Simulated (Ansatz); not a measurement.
One change: `[CH3][Nb](=[O])([OH])[F]` becomes `[CH3][V](=[O])([OH])[F]`.

Ansatz, PBE0-D4/def2-TZVP geometries, multiplicity 1. Each molecule was computed in one conformer, which needn't be the lowest.

Elements past krypton have def2 core potentials. Scalar relativity is left out up to krypton.

| property | `[CH3][Nb](=[O])([OH])[F]` |
| --- | --- |
| HOMO–LUMO gap (PBE0/def2-TZVPP) / eV | 6.86 |
| zero-point energy (PBE0-D4/def2-TZVP) / kJ/mol | 140.6 |
| HOMO–LUMO gap (PBE/def2-TZVPP) / eV | 4.58 |
| size of the dipole moment (PBE/def2-TZVPP) / D | 2.30 |
| HOMO energy (B3LYP/def2-TZVPP) / eV | -8.30 |
| LUMO energy (B3LYP/def2-TZVPP) / eV | -1.94 |

(1) Give the same properties after the change, and the shifts. (Estimate.)

## Answers

(1) Ansatz gave: 
| property | `[CH3][V](=[O])([OH])[F]` | shift |
| --- | --- | --- |
| HOMO–LUMO gap (PBE0/def2-TZVPP) / eV | 6.06 | -0.80 |
| zero-point energy (PBE0-D4/def2-TZVP) / kJ/mol | 143.9 | 3.3 |
| HOMO–LUMO gap (PBE/def2-TZVPP) / eV | 3.45 | -1.13 |
| size of the dipole moment (PBE/def2-TZVPP) / D | 2.79 | 0.49 |
| HOMO energy (B3LYP/def2-TZVPP) / eV | -8.74 | -0.44 |
| LUMO energy (B3LYP/def2-TZVPP) / eV | -3.23 | -1.29 |

With PBE0 the HOMO falls by 0.45 eV and the LUMO falls by 1.25 eV, so the gap narrows by about 0.80 eV. PBE moves the HOMO by -0.33 eV and ωB97M-V by -0.50 eV. Dipoles are sizes alone; their direction can turn.

B3LYP here is the variant with VWN-RPA as its local correlation; programs differ in this.
